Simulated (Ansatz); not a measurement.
Born–Oppenheimer molecular dynamics of C2H10BN (14 atoms, charge 0, multiplicity 1). It starts at the highest image of a converged band. Of that band: The profile has 2 maxima (images 1, 3) with wells between them (image 2): this band takes more than one step, which may be the mechanism or a detour left from its start path. A structure lower than the first end lies on the path between it and the top, so the climb from that side starts below the end, which may itself be a saddle point or a shallow side well. Neighbouring images differ by up to 1.8 eV, so the band resolves the path poorly. A vibrational analysis at the climbing image gives one clearly imaginary mode, 1448i cm⁻¹: a first-order saddle point.

These are results of RKS B3LYP/6-31G* (Ansatz), not measurements.

* ensemble: NVE (velocity Verlet)
* time step: 0.5 fs
* steps asked: 200
* starting velocities drawn for: 100 K
* seed: 5207

First frame:

```xyz
14
Properties=species:S:1:pos:R:3
B 0.142 0.491 -0.296
H -0.474 -0.226 0.749
C 1.527 -0.241 -0.578
H 1.393 -1.284 -0.889
H 2.049 0.273 -1.398
H 2.207 -0.242 0.286
H -0.728 0.488 -1.125
N 0.230 1.862 0.482
H 1.168 2.117 0.774
C -0.597 2.995 0.089
H -1.643 2.678 0.034
H -0.528 3.803 0.827
H -0.321 3.397 -0.898
H -0.301 0.694 1.033
```

Question: What does the run give?

Answer: All steps were run.

- steps done: 200
- time covered: 100 fs
- mean temperature over the second half: 1173 K
- spread of the potential energy over the second half: 3.5 meV per atom
- mean potential energy of the second half above the start: -118.9 meV per atom

The conserved energy stayed within 0.065 meV per atom of its start (net change 0.034 meV per atom), so the integration is sound. The kinetic energy rose, since the run started high on the potential surface and went downhill. It ends in pieces (C2H8BN + H2), so much of that is their flight and rotation, not heat. A run of 0.1 ps of so small a system gives no equilibrium averages. The orbitals stay closed-shell, which can raise the energy where a bond breaks towards radicals; this wasn't checked here.

Question: What happens to the structure?

Answer: Between its relaxed ends the band would form H2–H14 and break B1–H2, N8–H14. These pairs go: H2–H14 0.98 → 0.76 Å, B1–H2 1.41 → 11.74 Å, N8–H14 1.40 → 11.98 Å. In the last frame they stand as after the step (other bonds may differ from the relaxed reactants and products). Also parted: B1–H14 1.42 → 11.26 Å. It ends as C2H8BN + H2. Pairs count as bonded within 1.25 times the sum of covalent radii (0.12 Å more for H–H). Another seed would give other details.

Question: How do temperature and energy run in time?

Answer: 
| time (fs) | T (K) | potential energy less start (eV) | conserved less start (meV/atom) |
| --- | --- | --- | --- |
| 0 | 100 | 0.000 | 0.00 |
| 3 | 59 | 0.064 | 0.05 |
| 6 | 49 | 0.080 | 0.03 |
| 9 | 74 | 0.042 | 0.05 |
| 12 | 162 | -0.096 | 0.04 |
| 15 | 328 | -0.353 | 0.05 |
| 18 | 608 | -0.788 | 0.03 |
| 21 | 897 | -1.237 | -0.03 |
| 24 | 1010 | -1.411 | 0.00 |
| 27 | 1052 | -1.477 | 0.02 |
| 30 | 1134 | -1.604 | 0.01 |
| 33 | 1171 | -1.662 | -0.01 |
| 36 | 1115 | -1.575 | 0.05 |
| 39 | 1148 | -1.625 | 0.02 |
| 42 | 1203 | -1.711 | 0.00 |
| 45 | 1195 | -1.699 | 0.02 |
| 48 | 1167 | -1.654 | 0.03 |
| 51 | 1192 | -1.693 | 0.03 |
| 54 | 1232 | -1.756 | -0.01 |
| 57 | 1197 | -1.702 | 0.03 |
| 60 | 1181 | -1.676 | 0.01 |
| 63 | 1159 | -1.642 | 0.02 |
| 66 | 1137 | -1.609 | 0.02 |
| 69 | 1142 | -1.616 | 0.03 |
| 72 | 1209 | -1.720 | 0.00 |
| 75 | 1222 | -1.740 | 0.00 |
| 78 | 1160 | -1.644 | 0.03 |
| 81 | 1139 | -1.611 | 0.03 |
| 84 | 1175 | -1.667 | 0.01 |
| 87 | 1184 | -1.682 | 0.00 |
| 90 | 1161 | -1.646 | 0.03 |
| 93 | 1177 | -1.670 | 0.01 |
| 96 | 1164 | -1.650 | 0.01 |
| 99 | 1102 | -1.554 | 0.02 |

Run time: 11 min on 1 thread of Arm Neoverse V1, on a shared host, peak memory 0.15 GiB.
